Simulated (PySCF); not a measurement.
Compound: C5H10O2SSi.
Z-matrix (Å and degrees, GFN2-xTB geometry), rows numbered from 1:
```
C 
C   1  1.3171
Si  2  1.8928  1  134.99
O   3  1.6186  2  111.10  1    99.46
C   3  1.9217  2   95.28  1  -143.49
C   5  1.5260  3  115.10  2   120.59
C   5  1.5254  3  107.38  2    -2.98
S   2  1.8162  1  121.74  3   178.28
O   8  1.4772  2  102.50  1  -126.27
H   1  1.0789  2  121.42  3     0.60
H   1  1.0801  2  122.38  3  -179.34
H   3  1.4511  2  115.20  1   -20.76
H   4  0.9623  3  116.35  2    48.89
H   5  1.0947  3  108.09  2  -118.70
H   6  1.0871  5  110.08  3    61.20
H   6  1.0883  5  110.72  3   -58.43
H   6  1.0894  5  111.01  3  -178.78
H   7  1.0898  5  111.79  3    82.73
H   7  1.0898  5  112.67  3  -153.78
```

NICS is the negative of the GIAO shielding at a point without a nucleus: at the ring centre (0) and 1 Å above and below it (1); zz is the component along the ring normal. Level: GIAO PBE0/pcSseg-1 (PySCF, non-relativistic, gas phase) on the GFN2-xTB geometry, one conformer.

Ring bond lengths (Å), with Mayer bond orders in brackets: C2–Si3 1.893 (0.70), Si3–C5 1.922 (0.80), C5–C7 1.525 (0.97), C7–S8 1.850 (0.88), S8–C2 1.816 (0.91).

Problem. What do the NICS probes read (ppm)?

Solution. 
```csv
ring,type,NICS(0),"NICS(1), two faces","NICS(1)zz, two faces",rms pucker (Å),"centre to ring atoms, mean (Å)"
C2–Si3–C5–C7–S8,5-membered ring with S and Si; formal bonds all single,-1.4,-1.8 / -4.5,-2.5 / -2.2,0.30,1.48
```

Problem. What can be read from them?

Solution. 
- C2–Si3–C5–C7–S8: mean NICS(1)zz -2.4 ppm, near zero. Si3, C5, C7 have four or more neighbours; no verdict on aromaticity is drawn.

Problem. What field does 9.4 T along the ring normal induce along that normal at the second NICS(1) probe listed for ring C2–Si3–C5–C7–S8, 1 Å off the ring?

Solution. NICSzz × B0 = -2.2 ppm × 9.4 T = -21 μT, against the applied field.

Problem. List the ring angles and the Hirshfeld charges of the ring atoms.

Solution. 
- C2–Si3–C5–C7–S8: C2 103.2° (-0.119 e), Si3 95.3° (+0.407 e), C5 107.4° (-0.117 e), C7 109.6° (-0.086 e), S8 89.8° (+0.325 e); sum 505.3° against 540° for a flat convex ring.

Problem. How shielded are the nuclei of the rings and their hydrogens (means over atoms taken as equivalent)?

Solution. 
| atoms | environment | σ isotropic (ppm) | principal values of the symmetric part, first atom (ppm) |
| --- | --- | --- | --- |
| C2 | fully substituted alkene carbon | 13.7 | -82.4, -0.1, 123.5 |
| Si3 | oxygen-bound silicon | 348.5 | 316.9, 360.5, 368.2 |
| C5 | sp3 carbon bound to silicon | 166.0 | 152.5, 164.3, 181.2 |
| C7 | sp3 carbon bound to sulfur | 119.5 | 89.2, 110.1, 159.4 |
| S8 | sulfinyl sulfur | 140.9 | 15.5, 92.7, 314.5 |
| H12 | Si–H hydrogen | 26.71 | 23.5, 24.8, 31.8 |
| H14 | methine hydrogen | 29.76 | 25.2, 29.1, 35.0 |
| H18 | methylene hydrogen | 30.27 | 26.8, 29.7, 34.3 |
| H19 | methylene hydrogen | 28.25 | 24.2, 27.4, 33.1 |
